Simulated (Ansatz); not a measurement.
## Ligand exchange: CH3F + C4H8O3 → HOF + C5H10O2

Species: CH3F (fluoromethane) `CF`, singlet; C4H8O3 (methyl 3-hydroxypropanoate) `COC(=O)CCO`, singlet; HOF (hypofluorous acid) `OF`, singlet; C5H10O2 (methyl butyrate) `CCCC(=O)OC`, singlet. The partners trade CH3 for OH: F–CH3 and C–OH bonds give way to F–OH and C–CH3.

Shapes, held fixed at every level: PBE0-D4/def2-TZVP. Flexible molecules stand in one conformer, not always the lowest. Programs: Ansatz 0.2.0. Electronic energies: no zero-point or thermal term.

Q: Estimate ΔE of this reaction.

A: The highest level, CCSD(T)/CBS estimate, gives ΔE = +295.3 kJ/mol; the levels span +289.0 to +332.3. The column of differences is taken from that level and isn't an error. No measured value is set beside it here. The CBS estimate extrapolates MP2 from def2-TZVPP and def2-QZVPP and adds CCSD(T) − MP2 in the triple-zeta set, cores frozen.

| level | kind | ΔE (kJ/mol) | less CCSD(T)/CBS estimate |
| --- | --- | --- | --- |
| HF/def2-TZVPP | Hartree–Fock | +332.3 | +37.0 |
| B3LYP-D4/def2-TZVPP | global hybrid | +289.0 | -6.3 |
| PBE0-D4/def2-TZVPP | global hybrid | +289.1 | -6.2 |
| B2PLYP/def2-TZVPP | double hybrid | +295.6 | +0.3 |
| MP2/def2-TZVPP | perturbation theory | +304.8 | +9.5 |
| CCSD(T)/def2-TZVPP | coupled cluster or CI | +291.1 | -4.2 |
| CCSD(T)/CBS estimate | coupled cluster or CI | +295.3 | 0.0 |
